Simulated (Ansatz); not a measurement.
System (SMILES): F[C]Cl (closed-shell singlet).
Atoms: F1, C2, Cl3. Bonds: F1-C2, C2-Cl3.

Basis-set convergence of the harmonic zero-point energy at PBE with Ansatz (a first-principles code). Each level at its own minimum, finite differences of forces, unscaled; the reference is a large set that could be run, not a limit. All functions are spherical. The program fits the integrals of some runs and decomposes those of others, by size. No added dispersion term, no relativity. Reference: the value in aug-pcseg-2, 3.22 kcal/mol. Deviations are taken from unrounded values.

| basis | functions |
|---|---|
| pcseg-0 | 31 |
| pcseg-1 | 46 |
| aug-pcseg-1 | 73 |
| pcseg-2 | 94 |
| aug-pcseg-2 | 142 |

### Question
Which is the smallest pcseg set listed that can be trusted to 0.1 kcal/mol here, that is, within that of the reference together with its larger relatives (same family, alike in diffuse functions; a set with none to test it counts only in the reference's own line)?

### Answer
The smallest set listed that lies within 0.1 kcal/mol of the reference with all its larger relatives (same family, alike in diffuse functions; a set with none counts only in the reference's own line) is pcseg-1 (46 functions, 0.00 kcal/mol off). Value minus reference: pcseg-0 -0.24, pcseg-1 0.00, aug-pcseg-1 -0.02, pcseg-2 0.01, aug-pcseg-2 0.00 kcal/mol.
